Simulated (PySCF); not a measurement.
HN, singlet, at a GFN2-xTB geometry. Base run: CCSD(T)/6-31G run with PySCF.

The PySCF input:
```python
from pyscf import gto, scf, cc

mol = gto.Mole()
mol.atom = '''
    N    -0.000000   -0.000000   -0.127957
    H     0.000000    0.000000    0.895702
'''
mol.basis = '6-31g'
mol.charge = 0
mol.spin = 0
mol.verbose = 5
mol.build()

mf = scf.RHF(mol)
mf.kernel()

mycc = cc.CCSD(mf)
mycc.kernel()
et = mycc.ccsd_t()
print('E(CCSD(T)) = %.10f' % (mycc.e_tot + et))
```

The base run was repeated with changes; each row names its change, and settings that it needs were set with it.

```csv
change,ΔE vs base (mEh),MP2 correlation (Eh),CC correlation without the perturbative part (Eh),basis functions
base,0.000,-0.07118,-0.09519,11
method = cisd,(withheld),-,-,11
cc.level_shift = 0.2,0.000,-0.07118,-0.09519,11
method = mp2,(withheld),-0.07118,-,11
cc.conv_tol = 1e-5,0.001,-0.07118,-0.09519,11
cc.diis_space = 3,0.000,-0.07118,-0.09519,11
cc.conv_tol = 1e-9,0.000,-0.07118,-0.09519,11
method = ccsd,(withheld),-0.07118,-0.09519,11
cc.diis_space = 10,0.000,-0.07118,-0.09519,11
density fitting = JK and correlation,0.012,-0.07116,-0.09519,11
```

### Question
Fill in the missing entries.

### Answer

- method = cisd, ΔE vs base (mEh): 10.395
- method = mp2, ΔE vs base (mEh): 28.856
- method = ccsd, ΔE vs base (mEh): 4.840
